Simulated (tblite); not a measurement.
C₇H₉O (doublet state).
Numbering: `[CH2:1]=[CH:2][C@@H:3]([CH3:4])/[CH:5]=[CH:6]\[C:7]=[O:8]` (hydrogens: H9, H10 on C1; H11 on C2; H12 on C3; H13, H14, H15 on C4; H16 on C5; H17 on C6)
Bond orders are those of one Lewis drawing.

Computed with GFN2-xTB (tblite), gas phase: L-BFGS steps from a force-field or distance-geometry start until the largest atomic force falls under 0.01 eV/Å.

Step 53: E = -639.9426 eV
```
atom  x, y, z in Å  |  force x, y, z in eV/Å
C1     -1.7718   -1.5925   -0.2791    0.023  -0.003   0.011
C2     -1.3942   -0.4278    0.2135    0.015   0.010  -0.003
C3     -0.1771    0.3364   -0.2384    0.017   0.014   0.015
C4     -0.5699    1.7626   -0.6447   -0.011   0.011  -0.004
C5      0.7903    0.3521    0.8994    0.000  -0.011   0.013
C6      2.0051   -0.3303    0.8839   -0.008   0.001  -0.008
C7      2.5151   -1.0235   -0.1249    0.000  -0.007  -0.005
O8      2.9991   -1.6394   -0.9929   -0.003  -0.010   0.003
H9     -1.2330   -2.0675   -1.0825    0.007  -0.019   0.004
H10    -2.6295   -2.1229    0.0995   -0.010   0.015  -0.022
H11    -1.9493    0.0365    1.0183    0.008  -0.009   0.001
H12     0.2769   -0.1726   -1.0952   -0.019  -0.003   0.011
H13    -1.0038    2.2911    0.2007   -0.002   0.006   0.017
H14    -1.3020    1.7356   -1.4475   -0.015  -0.004  -0.023
H15     0.3042    2.3122   -0.9856    0.009   0.000   0.001
H16     0.5025    0.8704    1.7977   -0.003   0.000   0.002
H17     2.6305   -0.3084    1.7679   -0.009   0.009  -0.014
```

Step 54: E = -639.9428 eV
```
atom  x, y, z in Å  |  force x, y, z in eV/Å
C1     -1.7653   -1.5951   -0.2779    0.027  -0.006   0.011
C2     -1.3927   -0.4274    0.2108    0.016   0.020   0.001
C3     -0.1781    0.3399   -0.2413    0.037   0.012   0.026
C4     -0.5711    1.7670   -0.6431   -0.010   0.001  -0.005
C5      0.7893    0.3536    0.8971    0.007  -0.012   0.013
C6      2.0025   -0.3321    0.8833   -0.018   0.001  -0.007
C7      2.5095   -1.0300   -0.1240    0.005  -0.007  -0.001
O8      2.9915   -1.6497   -0.9905   -0.007  -0.005   0.007
H9     -1.2238   -2.0698   -1.0790    0.013  -0.028  -0.011
H10    -2.6199   -2.1285    0.1024   -0.021   0.011  -0.018
H11    -1.9496    0.0367    1.0140   -0.001  -0.002   0.011
H12     0.2764   -0.1669   -1.0993   -0.019  -0.001   0.012
H13    -1.0038    2.2935    0.2043    0.001   0.006   0.013
H14    -1.3042    1.7406   -1.4448   -0.022   0.004  -0.029
H15     0.3028    2.3165   -0.9846    0.005   0.002   0.004
H16     0.5021    0.8737    1.7948    0.000  -0.003  -0.004
H17     2.6276   -0.3102    1.7678   -0.013   0.007  -0.023
```

Step 55: E = -639.9430 eV
```
atom  x, y, z in Å  |  force x, y, z in eV/Å
C1     -1.7538   -1.5992   -0.2757    0.030  -0.007   0.009
C2     -1.3899   -0.4263    0.2066    0.012   0.021   0.007
C3     -0.1790    0.3460   -0.2456    0.049   0.008   0.033
C4     -0.5736    1.7744   -0.6409   -0.007  -0.013  -0.006
C5      0.7878    0.3560    0.8935    0.015  -0.008   0.010
C6      1.9979   -0.3356    0.8822   -0.027   0.000  -0.006
C7      2.5004   -1.0406   -0.1225    0.011  -0.005   0.003
O8      2.9793   -1.6664   -0.9864   -0.011  -0.001   0.011
H9     -1.2085   -2.0739   -1.0734    0.021  -0.037  -0.025
H10    -2.6042   -2.1371    0.1071   -0.030   0.008  -0.014
H11    -1.9496    0.0370    1.0076   -0.013   0.008   0.023
H12     0.2752   -0.1574   -1.1056   -0.015   0.002   0.012
H13    -1.0042    2.2978    0.2098    0.005   0.003   0.000
H14    -1.3083    1.7487   -1.4411   -0.024   0.015  -0.027
H15     0.3001    2.3241   -0.9833   -0.005   0.006   0.008
H16     0.5014    0.8785    1.7903    0.005  -0.005  -0.006
H17     2.6221   -0.3140    1.7675   -0.014   0.004  -0.031
```

Step 56: E = -639.9434 eV
```
atom  x, y, z in Å  |  force x, y, z in eV/Å
C1     -1.7375   -1.6047   -0.2722    0.028  -0.003   0.005
C2     -1.3857   -0.4243    0.2012    0.003   0.008   0.016
C3     -0.1795    0.3548   -0.2510    0.040   0.000   0.029
C4     -0.5773    1.7844   -0.6382   -0.003  -0.026  -0.008
C5      0.7861    0.3593    0.8888    0.018   0.004   0.004
C6      1.9912   -0.3409    0.8805   -0.028  -0.006  -0.004
C7      2.4884   -1.0550   -0.1203    0.013  -0.003   0.005
O8      2.9630   -1.6890   -0.9807   -0.013   0.003   0.012
H9     -1.1871   -2.0798   -1.0662    0.025  -0.038  -0.029
H10    -2.5830   -2.1483    0.1132   -0.029   0.012  -0.013
H11    -1.9495    0.0378    0.9995   -0.024   0.015   0.029
H12     0.2734   -0.1443   -1.1140   -0.003   0.004   0.011
H13    -1.0052    2.3038    0.2169    0.010  -0.003  -0.019
H14    -1.3145    1.7595   -1.4366   -0.020   0.026  -0.015
H15     0.2957    2.3348   -0.9820   -0.018   0.011   0.013
H16     0.5006    0.8842    1.7844    0.011  -0.004  -0.002
H17     2.6139   -0.3202    1.7668   -0.010   0.000  -0.031
```

**Question.** Estimate the geometry and energy of step 57. (The exact step hangs on the optimiser's Hessian estimate; all steps are aligned on step 56, rigid shifts and turns removed.)

**Answer.** E = -639.9438 eV, largest force 0.040 eV/Å
```
atom  x, y, z in Å  |  force x, y, z in eV/Å
C1     -1.7215   -1.6095   -0.2688    0.021  -0.001  -0.002
C2     -1.3815   -0.4222    0.1966   -0.005  -0.011   0.024
C3     -0.1794    0.3632   -0.2554    0.011  -0.010   0.015
C4     -0.5810    1.7933   -0.6361    0.000  -0.029  -0.010
C5      0.7849    0.3624    0.8846    0.015   0.018  -0.003
C6      1.9845   -0.3462    0.8788   -0.020  -0.014   0.001
C7      2.4775   -1.0684   -0.1182    0.010   0.000   0.003
O8      2.9481   -1.7099   -0.9751   -0.009   0.000   0.007
H9     -1.1668   -2.0857   -1.0596    0.021  -0.027  -0.018
H10    -2.5637   -2.1578    0.1185   -0.017   0.019  -0.014
H11    -1.9493    0.0387    0.9928   -0.029   0.015   0.023
H12     0.2717   -0.1319   -1.1214    0.011   0.004   0.008
H13    -1.0064    2.3095    0.2227    0.012  -0.008  -0.033
H14    -1.3207    1.7693   -1.4329   -0.011   0.031  -0.001
H15     0.2908    2.3451   -0.9811   -0.026   0.014   0.015
H16     0.4999    0.8886    1.7792    0.016   0.002   0.007
H17     2.6059   -0.3266    1.7656    0.000  -0.003  -0.020
```

The energy changes by -0.0004 eV. The first-order estimate −F·Δx gives -0.0005 eV and the mean of the old and new forces, exact on a quadratic surface, -0.0003 eV. The step makes an angle of 86° with the force vector and moves no atom by more than 0.026 Å.

What follows is the cost of the whole relaxation. Time: 0.77 s. Hardware: an Arm Neoverse V1 with one thread, no GPU (shared host).
